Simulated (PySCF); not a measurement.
# Unknowns

Theory: PBE0/pcSseg-1 with gauge-including orbitals, GFN2-xTB structure, in PySCF 2.14 (one conformer, relativity neglected, no solvent, rapidly exchanging positions averaged).

References, each an isolated molecule treated in the same way: ¹H and ¹³C against TMS. Where no couplings were computed, multiplicities follow the n + 1 count of equivalent neighbours, and m marks all less simple cases (inequivalent or close neighbours, rings, F or P nearby). Shifts are as computed. Against solution values, carbons near 30 ppm lie about +3 ppm off and those near 130 ppm about +5 ppm; carbons on Cl a further +6 ppm. Of 1211 compounds with measured shifts, 218 miss one by over three times the rms of a fit or turn the order of signals round; such compounds aren't used in these exercises. Carbons bonded to Cl come out too deshielded.

Task: C$_{8}$H$_{10}$Si. ¹H NMR (400 MHz, computed): δ 7.65 (m, 2H), 7.63 (m, 1H), 7.59 (m, 2H), 3.61 (m, 1H), 0.88 (m, 2H), 0.75 (m, 2H). ¹³C{¹H} NMR (computed): δ 139.3, 137.2, 135.2, 133.2, -0.6. Identify the compound.

Result: `c1ccc([SiH]2CC2)cc1`. The formula gives 5 degrees of unsaturation (2 rings in the answer). 5 carbon signals for 8 carbons: some carbons are equivalent by symmetry or fast rotation. Carbon types of the structure: 1 × C, 5 × CH, 2 × CH2, leaving 1 H on heteroatoms. δC 139.3, 135.2, 133.2: aromatic CH; the aromatic region. δC 137.2: substituted aromatic carbon. δC -0.6: three-membered-ring carbon; carbons of three-membered rings are unusually shielded. δH 7.65, 7.63, 7.59: hydrogen on an aromatic CH; the ring current deshields protons in the ring plane.

This is the structure that produced the data.

Task: C$_{3}$H$_{7}$ClOSi$_{2}$. ¹H NMR (300 MHz, computed): δ 4.17 (m, 2H), 3.44 (t, 3H), 1.73 (t, 2H). ¹³C{¹H} NMR (computed): δ 223.8 (C), 65.4 (C), 14.1 (CH2). Give a structure.

Result: `O=C=C(Cl)C[SiH2][SiH3]`. The formula gives 2 degrees of unsaturation (no ring in the answer). 3 carbon signals for 3 carbons: no two carbons are equivalent. Carbon types of the structure: 2 × C, 1 × CH2, leaving 5 H on heteroatoms. δC 223.8: central carbon of a ketene. δC 65.4: terminal carbon of a ketene. δC 14.1: allylic sp3 CH2 bonded to Si. δH 1.73: hydrogen on an allylic sp3 CH2 bonded to Si; allylic position.

This is the structure that produced the data.
